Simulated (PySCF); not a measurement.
# Telling isomers of C7H10O4 apart by NMR

Rapidly exchanging positions averaged, no relativistic terms, single conformer, no solvent. PBE0/pcSseg-1 with gauge-including orbitals; GFN2-xTB geometry; PySCF 2.14.0 with density-fitted response routines.

Scale: ¹H, ¹³C vs TMS (reference shieldings calculated alike). Where no couplings were computed, multiplicities follow the n + 1 count of equivalent neighbours, and m marks all less simple cases (inequivalent or close neighbours, rings, F or P nearby). Shifts are as computed. Against solution values, carbons near 30 ppm lie about +3 ppm off and those near 130 ppm about +5 ppm. Of 1211 compounds with measured shifts, 218 miss one by over three times the rms of a fit or turn the order of signals round; such compounds aren't used in these exercises.

(1) Tabulate the signals of `C/C=C/COC(=O)OC(C)=O`, `C[C@@H](OC=O)C(=O)OC1CC1`, `C=CCOC(=O)C(=O)OCC`, `COC(=O)C(=O)OC1CCC1` and their relative energies.

(2) What is the quickest way to tell C/C=C/COC(=O)OC(C)=O from C[C@@H](OC=O)C(=O)OC1CC1?

(3) What is the quickest way to tell C[C@@H](OC=O)C(=O)OC1CC1 from C=CCOC(=O)C(=O)OCC?

(4) What is the quickest way to tell C=CCOC(=O)C(=O)OCC from COC(=O)C(=O)OC1CCC1?

Answers

(1) 
```json
{"SMILES": "C/C=C/COC(=O)OC(C)=O", "carbon types": "2×C 2×CH 1×CH2 2×CH3", "δC": "170.3, 155.0, 132.7, 131.3, 70.5, 23.6, 21.8", "δH": "5.89 (m, 1H), 5.60 (m, 1H), 4.91 (d, 2H), 2.20 (s, 3H), 1.93 (d, 3H)", "E rel. (kcal/mol)": "0.0"}
{"SMILES": "C[C@@H](OC=O)C(=O)OC1CC1", "carbon types": "1×C 3×CH 2×CH2 1×CH3", "δC": "175.9, 166.0, 73.5, 50.6, 19.4, 7.5, 7.1", "δH": "8.09 (s, 1H), 5.31 (q, 1H), 5.21 (m, 1H), 1.65 (d, 3H), 0.87 (m, 1H), 0.84 (m, 1H), 0.67 (m, 1H), 0.67 (m, 1H)", "E rel. (kcal/mol)": "12.9"}
{"SMILES": "C=CCOC(=O)C(=O)OCC", "carbon types": "2×C 1×CH 3×CH2 1×CH3", "δC": "164.2, 163.6, 140.5, 129.7, 71.0, 65.7, 15.8", "δH": "6.13 (m, 1H), 5.85 (m, 1H), 5.70 (m, 1H), 4.96 (d, 2H), 4.27 (q, 2H), 1.48 (t, 3H)", "E rel. (kcal/mol)": "13.4"}
{"SMILES": "COC(=O)C(=O)OC1CCC1", "carbon types": "2×C 1×CH 3×CH2 1×CH3", "δC": "163.4, 161.2, 68.1, 52.5, 31.2, 12.8", "δH": "6.01 (m, 1H), 4.23 (s, 3H), 2.50 (m, 2H), 2.47 (m, 2H), 1.92 (m, 1H), 1.72 (m, 1H)", "E rel. (kcal/mol)": "13.7"}
```

Energies are electronic energies at PBE0/pcSseg-1 on these geometries, without zero-point or thermal terms, each for the one conformer computed, which needn't be the lowest.

(2) Both give the same number of carbon signals, but DEPT or the intensities differ. The first has an allylic sp3 CH2 bonded to O at 70.5 ppm, the second a three-membered-ring carbon (CH) at 50.6 ppm. Their most deshielded carbons lie at 170.3 and 175.9 ppm. In the proton spectra the most deshielded non-exchanging signals are 5.89 (m, 1H) and 8.09 (s, 1H).

(3) Both give the same number of carbon signals, but DEPT or the intensities differ. The first has an sp3 CH bonded to O, α to a carbonyl at 73.5 ppm, the second a terminal =CH2 carbon at 129.7 ppm. Their most deshielded carbons lie at 175.9 and 164.2 ppm. In the proton spectra the most deshielded non-exchanging signals are 8.09 (s, 1H) and 6.13 (m, 1H).

(4) Count the carbon signals: 7 against 6. The first has an alkene CH at 140.5 ppm, the second an sp3 CH bonded to O at 68.1 ppm. Their most deshielded carbons lie at 164.2 and 163.4 ppm.
